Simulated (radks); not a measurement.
Coherent X-ray form factor from a spherical all-electron density. Method: scalar-relativistic Kohn-Sham, PBE, spin-polarised, spherical densities, finite nucleus; Fermi nuclear charge, rms radius of each element as measured or else 0.836 A^(1/3) + 0.57 fm; computed with a radial shooting solver on a logarithmic mesh with Libxc functionals.

sin(theta)/lambda (1/angstrom)  f0 (electrons)
0.05                                    20.759
0.1                                     20.069
0.15                                    19.018
0.2                                     17.725
0.25                                    16.313
0.3                                     14.888
0.4                                     12.293
0.5                                     10.261
0.6                                      8.811
0.8                                      7.124
1                                        6.165
1.25                                     5.175
1.5                                      4.231
2                                        2.734

The species is in the configuration that NIST lists as its ground one. Which atom or ion scatters so?

Answer. The chromium ion Cr3+, [Ar] 3d3. Extrapolating in s^2 from the first two rows gives f0(0) = 21.0, near the electron count 21; among species with that count, the fall with angle is slower the higher Z, and the table is that of Z = 24; from so few rows the species is fixed only to a neighbour or two.
